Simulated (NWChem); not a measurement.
# 1,2,4-triazole (C2H3N3); SMILES c1nc[nH]n1

Computed with NWChem. Pople sets run with spherical d functions. All runs use the structure optimised with PBE0/def2-SVP. Solvent water, SMD (1 M gas to 1 M solution), gas-phase geometry.

Q: What does the run give for PBE0/6-311G**? Quantities: solvation free energy (kcal/mol); cavity-dispersion-structure term (kcal/mol); dipole in solution (D).

A: 
```
Quantity                                     Result
-------------------------------------------  ------
solvation free energy (kcal/mol)              -10.9
cavity-dispersion-structure term (kcal/mol)     0.4
dipole in solution (D)                         3.90
```
